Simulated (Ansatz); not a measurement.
`BB1CO1` + `BN` → `BNB` + `B1CO1` at 400 K and 1 bar (cleavage of the B–B bond).

Gas-phase electronic energies from Ansatz, PBE0-D4/def2-TZVP geometries. CBS: MP2 limit from def2 TZ/QZ plus the TZ coupled-cluster correction, frozen cores. This one scheme is used for every species.

```json
{"species": "`BB1CO1`", "CCSD(T)/CBS energy (Eh)": "-165.17216", "H − E (kJ/mol)": "165.6", "S (J/(mol·K))": "309.1"}
{"species": "`BN`", "CCSD(T)/CBS energy (Eh)": "-81.93499", "H − E (kJ/mol)": "142.5", "S (J/(mol·K))": "243.5"}
{"species": "`BNB`", "CCSD(T)/CBS energy (Eh)": "-107.34560", "H − E (kJ/mol)": "178.8", "S (J/(mol·K))": "279.5"}
{"species": "`B1CO1`", "CCSD(T)/CBS energy (Eh)": "-139.80191", "H − E (kJ/mol)": "127.6", "S (J/(mol·K))": "263.6"}
```

H − E and S are ideal-gas, rigid-rotor, harmonic terms from PBE0-D4/def2-TZVP. 1 Eh = 2625.50 kJ/mol, R = 8.31446 J/(mol·K).

Q: By hand: ΔE, ΔH, ΔS and ΔG.

A: ΔE = (-107.34560) + (-139.80191) − (-165.17216) − (-81.93499) = -0.04036 Eh = -106.0 kJ/mol. Δ(H − E) = 178.8 + 127.6 − 165.6 − 142.5 = -1.7, so ΔH = -107.7 kJ/mol. ΔS = 279.5 + 263.6 − 309.1 − 243.5 = -9.5 J/(mol·K). ΔG = -107.7 − 400 × (-9.5)/1000 = -103.9 kJ/mol.

Q: By hand: the equilibrium constant, and the temperature at which ΔG would vanish if ΔH and ΔS stayed fixed.

A: log₁₀ K = −ΔG/(RT ln 10) = 13.6. ΔG = 0 at ΔH/ΔS = 11337 K, far beyond where these terms or the molecules hold.

The number of gas molecules stays the same, so ΔS is small and ΔH decides. A doubt of 5 kJ/mol in ΔE shifts log₁₀ K by 0.7 here. These are equilibria of isolated gas molecules and say nothing of rates. Largest T1 diagnostic: 0.016 (customary marks: 0.02 for closed shells, 0.045 for open ones).
